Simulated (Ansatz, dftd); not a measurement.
Reaction: SF2 (SMILES FSF) + H+ → HSF2+ (SMILES [SH+](F)F)
Each species at its own B3LYP-D3(BJ)/def2-TZVP minimum (Ansatz, a program for electronic structure).

Wanted: proton affinity (electronic), positive where energy is released, in kJ/mol. Radicals and triplets start from unrestricted determinants; spin-orbit coupling is neglected. Cores are frozen in correlated methods. Rows without X2C or -DK are non-relativistic. CBS(X,Y): correlation extrapolated as X^-3, Hartree-Fock from the larger set (Q,5: extrapolated as (X+1)exp(-9√X)). A bracket is a step between two methods taken in the basis named. Functionals run without relativity, which enters their misses. Double hybrids freeze cores in their MP2 part. '+ core + X2C': CCSD(T) terms for core correlation (cc-pwCVTZ, 1s frozen past Ne) and scalar relativity (cc-pVTZ-DK).

```json
[
 {"level": "HF/cc-pV(D+d)Z", "program": "Ansatz", "proton affinity (kJ/mol)": "671.7"},
 {"level": "B2GP-PLYP-D3(BJ)/def2-TZVPD", "program": "Ansatz + dftd3", "proton affinity (kJ/mol)": "688.9"},
 {"level": "MP2/cc-pV(D+d)Z", "program": "Ansatz", "proton affinity (kJ/mol)": "691.3"},
 {"level": "CCSD/cc-pV(T+d)Z", "program": "Ansatz", "proton affinity (kJ/mol)": "708.5"}
]
```

Task: Predict the result of CCSD(T)/CBS(cc-pV(Q+d)Z,cc-pV(5+d)Z) + [CCSDT(Q) - CCSD(T)]/cc-pV(T+d)Z + core + X2C (Ansatz).

Result: 691.9 kJ/mol; the difference of CCSD/cc-pV(T+d)Z is 16.6 kJ/mol.
